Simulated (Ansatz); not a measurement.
Reaction (hydrogenolysis of the In–O bond): `[OH][In]([SH])[SH]` + H₂ → `[SH][InH][SH]` + H₂O

Program: Ansatz. Geometries: PBE0-D4/def2-TZVP. ΔE: electronic, gas phase. CCSD(T)/CBS is the MP2 limit (def2-TZVPP, def2-QZVPP) plus CCSD(T) − MP2 in def2-TZVPP, frozen cores. This one scheme is used for every species. Functionals use def2-TZVPP. HSE06 is defined as in plane-wave codes. Elements past krypton have def2 core potentials. For In outer-core shells are correlated without core-valence functions, which leaves a few kJ/mol of doubt a bond. Each species was taken in one conformer, which may not be the lowest.

| level | ΔE (kcal/mol) | difference from CCSD(T)/CBS |
| --- | --- | --- |
| B97M-V | -0.6 | -2.2 |
| BHLYP-D4 | -0.8 | -2.4 |
| ωB97X-V | 0.6 | -1.0 |
| B2PLYP | 1.4 | -0.2 |
| HSE06 | -1.6 | -3.2 |
| BHLYP | -1.6 | -3.2 |
| CAM-B3LYP | -0.3 | -1.9 |
| HF/def2-SVP | -5.4 | -7.0 |
| MP2/def2-SVP | 2.7 | 1.1 |
| CCSD/def2-TZVPP | -0.7 | -2.3 |
| CCSD(T)/CBS | 1.6 | 0 |

Largest T1 diagnostic among the species: 0.015.

In def2-TZVPP, CCSD(T) changes the Hartree–Fock value by +4.0 kcal/mol (the triples alone add +1.3 kcal/mol) and MP2 by +5.8 kcal/mol. The D4 term adds +0.9 kcal/mol with B3LYP and +0.5 kcal/mol with PBE0; it sums over pairs of atoms, weighted by their polarisabilities, and B3LYP, whose exchange is more repulsive, gets the larger term. Leaving LDA and LC-ωPBE aside and taking each functional with its dispersion term where it has one, the values, not all of them listed here, spread over 4.2 kcal/mol, from HSE06-D4 to BLYP-D4. LDA lies −2.2 kcal/mol from PBE without D4.

B3LYP here is the variant with VWN-RPA as its local correlation; programs differ in this.
